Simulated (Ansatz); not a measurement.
Consider the ligand exchange at a B–S bond: `OBSCO` + `N#CO` → `N#COBO` + `OCS`.

Gas-phase electronic energies from Ansatz, PBE0-D4/def2-TZVP geometries. CCSD(T)/CBS adds triple-zeta CCSD(T) − MP2 to the extrapolated MP2 energy (def2 sets, frozen cores). This one scheme is used for every species. DFT in def2-TZVPP. Each species was taken in one conformer, which may not be the lowest.

CCSD(T)/CBS gives -0.43 eV.

**Question.** Another level gave -0.41 eV. Which?
A. HF/def2-TZVPP
B. PBE/def2-TZVPP
C. MP2/def2-TZVPP
D. B2PLYP/def2-TZVPP

**Answer.** C. MP2/def2-TZVPP -0.41, B2PLYP -0.47, PBE -0.33, HF/def2-TZVPP -0.66 eV.

Largest T1 diagnostic among the species: 0.015.

From PBE to PBE0 (25 % exact exchange), in def2-TZVPP and without D4, ΔE moves by −0.05 eV. In def2-TZVPP, CCSD(T) changes the Hartree–Fock value by +0.22 eV (the triples alone add +0.05 eV) and MP2 by +0.25 eV. The D4 term adds +0.05 eV with B3LYP and +0.03 eV with PBE0; it sums over pairs of atoms, weighted by their polarisabilities, and B3LYP, whose exchange is more repulsive, gets the larger term.

B3LYP here is the variant with VWN-RPA as its local correlation; programs differ in this.
